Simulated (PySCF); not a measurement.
KS⁺ from Hartree–Fock to correlated methods

State: ³Σ⁻ (triplet), unpaired electrons π ↑↑. Set-up: PySCF, no relativity, basis sets K def2-SVP, S def2-SVP. De refers to K⁺ + S in their high-spin ground configurations, without counterpoise correction. The functionals are run spin-unrestricted. A positive dipole points towards S; it is taken about the centre of mass and depends on that origin.

```
      Level  Re (Å)  ωe (cm⁻¹)  De (eV)  μ (D)
        UHF   3.496        101    0.345  -6.53
    UHF-MP2   3.450        109    0.393    n/a
UHF-SCS-MP2   3.460        108    0.387    n/a
   UHF-CCSD   3.453        109    0.396    n/a
UHF-CCSD(T)   3.452        110    0.401    n/a
        PBE   3.398        109    0.439  -6.01
     revPBE   3.480       99.7    0.400  -6.22
       BP86   3.429        103    0.385  -6.13
     r²SCAN   3.418        106    0.382  -6.25
       PBE0   3.388        109    0.404  -6.12
    r²SCAN0   3.398        109    0.379  -6.24
      HSE06   3.385        109    0.408  -6.10
```

Which functional lies closest to UHF-CCSD(T) in De, which farthest, and by how much do they differ from it?

Closest is revPBE (+2.8 pm in Re, -9.4 % in ωe, -0.00 eV in De against UHF-CCSD(T) in the same basis), farthest PBE (-5.4 pm in Re, -0.9 % in ωe, +0.04 eV in De). CCSD(T) converges more slowly with the basis than the functionals do and binds too weakly in this one, so the order can change at the basis-set limit.

What does a quarter of exact exchange do here, going from PBE to PBE0?

PBE0 less PBE: -1.0 pm in Re, +0.0 % in ωe, -0.03 eV in De. Exact exchange removes part of the self-interaction that spreads semilocal densities, and in most molecules shortens and stiffens the bond and lowers De; so it does here.

What does second-order correlation do here, going from UHF to UHF-MP2?

UHF-MP2 less UHF: -4.6 pm in Re, +7.9 % in ωe, +0.05 eV in De. Correlation nearly always deepens the well. The bond shortens, as in weak, metallic or heavy-atom bonds, where dispersion and the correlation of outer-core electrons pull the atoms together.

Correlated steps freeze 10 core orbitals. The bond is weak. Basis-set superposition, not corrected here, can be much of De in a small basis, most of all at correlated wavefunction levels. For an ion De counts to the pair picked by the measured ionisation energies or electron affinities, which need not be the lowest pair at this level. The state is the lowest determinant that a PBE0 search found; another state may lie lower at other levels.
